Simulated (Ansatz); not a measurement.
A run for Ansatz (a quantum-chemistry and plane-wave program): R-wB97M-V/def2-TZVPP on BiH3O (SMILES [OH][BiH2]), atoms moved off the minimum. Elements past Kr take the def2 small-core potentials; no spin–orbit coupling.

Ansatz 0.2 input:
```yaml
crystal:
  periodic: [false, false, false]
  atoms:
    - {symbol: Bi, position_ang: [0.06056980, -0.14749691, 0.19029469]}
    - {symbol: H, position_ang: [-1.59837272, 0.02315099, -0.83171817]}
    - {symbol: H, position_ang: [0.38823097, -1.46621998, -1.14311939]}
    - {symbol: O, position_ang: [1.05192680, 1.37038358, -0.95283728]}
    - {symbol: H, position_ang: [1.25639707, 1.91360904, -0.51228083]}
basis:
  gaussian:
    orbitals: def2-TZVPP
hamiltonian:
  xc: {name: wB97M-V}
scf: {lower_state_search: off}
output: {forces: true}
```

Question: What total energy does the run end on?

Answer: -291.4687 hartree.

Question: How many basis functions does it have, and what does it roughly cost on one machine?

Answer: 123 functions; roughly 9 core-seconds.
